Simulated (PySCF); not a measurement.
```xyz
6

F     -1.7992    -1.3457    -0.5182
Si    -0.9696     0.0193    -0.5183
Si     0.9555     0.1499     0.5607
Cl     2.2578    -1.4359     0.4392
H     -1.9297     1.1015    -0.1942
H      1.6836     1.3673     0.1321
```

Charge 0, multiplicity 1.

Give the Mulliken and meta-Löwdin atomic charges from CAM-B3LYP-D3(BJ)/def2-TZVP (PySCF).


```json
[
 {"atom": "F1", "Mulliken (e)": "-0.29", "meta-Löwdin (e)": "-0.48"},
 {"atom": "Si2", "Mulliken (e)": "0.37", "meta-Löwdin (e)": "0.62"},
 {"atom": "Si3", "Mulliken (e)": "0.16", "meta-Löwdin (e)": "0.27"},
 {"atom": "Cl4", "Mulliken (e)": "-0.21", "meta-Löwdin (e)": "-0.27"},
 {"atom": "H5", "Mulliken (e)": "-0.02", "meta-Löwdin (e)": "-0.08"},
 {"atom": "H6", "Mulliken (e)": "-0.01", "meta-Löwdin (e)": "-0.06"}
]
```
